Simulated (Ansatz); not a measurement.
C3H6FNSi, SMILES `N=CC1(F)C[SiH2]1` at its PBE0-D4/def2-TZVP geometry, where that method's forces vanish. Charge 0, multiplicity 1.

```tsv
atom	x (Å)	y (Å)	z (Å)
N1	-0.336	0.670	2.458
C2	-0.544	0.140	1.330
C3	0.335	0.191	0.153
F4	1.536	0.800	0.414
C5	0.441	-1.069	-0.714
Si6	-0.402	0.331	-1.578
H7	0.564	1.155	2.458
H8	-1.474	-0.418	1.179
H9	-0.083	-1.949	-0.356
H10	1.458	-1.276	-1.034
H11	-1.871	0.345	-1.725
H12	0.376	1.079	-2.582
```

For each bond, give half the difference of the two atoms' forces along it (eV/Å; positive pushes the atoms apart) under PBE-D4, r2SCAN-D4, B3LYP-D4, ωB97M-V in def2-TZVPP. (An estimate is asked.)

Computed: 
| bond | length (Å) | PBE-D4 | r2SCAN-D4 | B3LYP-D4 | ωB97M-V |
| --- | --- | --- | --- | --- | --- |
| N1–C2 | 1.263 | 0.71 | 0.34 | 0.14 | -0.03 |
| N1–H7 | 1.022 | 0.21 | -0.02 | -0.05 | -0.05 |
| C2–C3 | 1.470 | -0.30 | -0.20 | -0.05 | 0.17 |
| C2–H8 | 1.095 | -0.03 | -0.06 | -0.14 | -0.12 |
| C3–F4 | 1.372 | 0.49 | 0.32 | 0.40 | 0.30 |
| C3–C5 | 1.533 | 0.02 | 0.07 | 0.10 | 0.01 |
| C3–Si6 | 1.887 | 0.16 | 0.06 | 0.03 | -0.18 |
| C5–Si6 | 1.848 | 0.19 | 0.12 | 0.21 | 0.10 |
| C5–H9 | 1.085 | 0.07 | -0.04 | -0.10 | -0.09 |
| C5–H10 | 1.086 | 0.08 | -0.06 | -0.11 | -0.07 |
| Si6–H11 | 1.476 | -0.02 | -0.05 | -0.11 | -0.10 |
| Si6–H12 | 1.474 | 0.01 | -0.05 | -0.12 | -0.12 |

B3LYP here is the variant with VWN-RPA as its local correlation; programs differ in this.
